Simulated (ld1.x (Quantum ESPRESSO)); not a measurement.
**Which change was made? (Ti, RRKJ)**

```
Element                 : titanium (Ti)
Generator               : ld1.x (Quantum ESPRESSO) 7.5
Type                    : norm-conserving RRKJ (Kleinman–Bylander form)
Functional              : BLYP
Relativity              : fully relativistic
Frozen core             : [Ar]
Valence charge          : 4
Reference configuration : 3d2 4s0 4p0 (charge +2)
Partial waves           : 4p (bound, empty): rc 3.10 bohr; 3d (bound): rc 2.25 bohr; 4s (bound, empty): rc 2.00 bohr
Local potential         : the s channel
Core correction         : none
```

Open shells are filled in proportion to 2j + 1 (rel_dist='average').

Cutoffs, loose and tight: the cutoffs (Ry, on a coarse ladder) from which the occupation-weighted sum of valence levels, in a spherical-Bessel basis at the reference potential, stays within 10 and 1 mRy of its value at 400 Ry. They do not see the model core or the augmentation charge, which bear on the density cutoff. Test errors are all-electron minus pseudo excitation energies from the reference, over the configurations 3d2 4s2 4p0; 3d2 4s1 4p0; 3d1 4s0 4p0; 3d2 4s0 4p2; 3d1 4s2 4p1; 3d3 4s1 4p0; 3d1 4s2 4p0; variants that change the core or the reference have their own tests. The largest error is taken over the tests solved by every variant that gives reliable tests at all, those not shown here included: 3d1 4s0 4p0; 3d1 4s2 4p0; 3d1 4s2 4p1; 3d2 4s1 4p0; 3d2 4s2 4p0.

The base gives: outcome: generated; cutoff, loose: 35 Ry; cutoff, tight: 40 Ry; bound ghosts: none; largest test error (meV): +681.

**Question.** After one change the result is: outcome: generated; cutoff, loose: 18 Ry; cutoff, tight: 18 Ry; bound ghosts: none; largest test error (meV): +1188. Which change was it?
A. all radii scaled by about 1.25 (s 2.50, p 3.88, d 2.82 bohr)
B. all radii scaled by about 1.40 (s 2.80, p 4.34, d 3.16 bohr)
C. all radii scaled by about 0.89 (s 1.78, p 2.76, d 2.00 bohr)
D. all radii scaled by about 1.05 (s 2.10, p 3.26, d 2.38 bohr)
E. all radii scaled by about 0.76 (s 1.52, p 2.36, d 1.72 bohr)

**Answer.** B. The others give: all radii scaled by about 1.25 (s 2.50, p 3.88, d 2.82 bohr) → outcome: generated; cutoff, loose: 21 Ry; cutoff, tight: 25 Ry; bound ghosts: none; largest test error (meV): +838 | all radii scaled by about 0.89 (s 1.78, p 2.76, d 2.00 bohr) → outcome: generated; cutoff, loose: 40 Ry; cutoff, tight: 45 Ry; bound ghosts: p3/2, p1/2, s (extra level of the local part); largest test error (meV): +412 | all radii scaled by about 0.76 (s 1.52, p 2.36, d 1.72 bohr) → outcome: generated; cutoff, loose: 50 Ry; cutoff, tight: 60 Ry; bound ghosts: p3/2, p1/2, s (extra level of the local part); largest test error (meV): +629 | all radii scaled by about 1.05 (s 2.10, p 3.26, d 2.38 bohr) → outcome: generated; cutoff, loose: 30 Ry; cutoff, tight: 35 Ry; bound ghosts: none; largest test error (meV): +747.
